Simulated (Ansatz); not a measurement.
`[OH][Hf]([Cl])([Cl])[Cl]` + H–F → `[F][Hf]([Cl])([Cl])[Cl]` + H₂O at 500 K and 1 bar (ligand exchange at the Hf–O bond).

Gas-phase electronic energies from Ansatz, PBE0-D4/def2-TZVP geometries. CCSD(T)/CBS is the MP2 limit (def2-TZVPP, def2-QZVPP) plus CCSD(T) − MP2 in def2-TZVPP, frozen cores. This one scheme is used for every species. def2 core potentials past Kr. For Hf outer-core shells are correlated without core-valence functions, which leaves a few kJ/mol of doubt a bond. One conformer a species, not always the lowest.

```
                   species  CCSD(T)/CBS energy (Eh)  H − E (kJ/mol)  S (J/(mol·K))
`[OH][Hf]([Cl])([Cl])[Cl]`              -1503.31799            89.6          449.4
                       H–F               -100.39570            39.4          188.7
 `[F][Hf]([Cl])([Cl])[Cl]`              -1527.34680            56.8          426.8
                       H₂O                -76.37941            73.2          206.3
```

H − E and S are ideal-gas, rigid-rotor, harmonic terms from PBE0-D4/def2-TZVP, for one conformer and one mirror image of each species. 1 Eh = 2625.50 kJ/mol, R = 8.31446 J/(mol·K).

Question: By hand: ΔE, ΔH, ΔS and ΔG.

Answer: ΔE = (-1527.34680) + (-76.37941) − (-1503.31799) − (-100.39570) = -0.01252 Eh = -32.9 kJ/mol. Δ(H − E) = 56.8 + 73.2 − 89.6 − 39.4 = 1.0, so ΔH = -31.9 kJ/mol. ΔS = 426.8 + 206.3 − 449.4 − 188.7 = -5.0 J/(mol·K). ΔG = -31.9 − 500 × (-5.0)/1000 = -29.4 kJ/mol.

Question: By hand: the equilibrium constant, and the temperature at which ΔG would vanish if ΔH and ΔS stayed fixed.

Answer: log₁₀ K = −ΔG/(RT ln 10) = 3.1. ΔG = 0 at ΔH/ΔS = 6380 K, far beyond where these terms or the molecules hold.

The number of gas molecules stays the same, so ΔS is small and ΔH decides. A doubt of 5 kJ/mol in ΔE shifts log₁₀ K by 0.5 here. Other conformers and mirror images would add mixing entropy, several J/(mol·K) or more a flexible species. These are equilibria of isolated gas molecules and say nothing of rates. Largest T1 diagnostic: 0.014 (customary marks: 0.02 for closed shells, 0.045 for open ones).
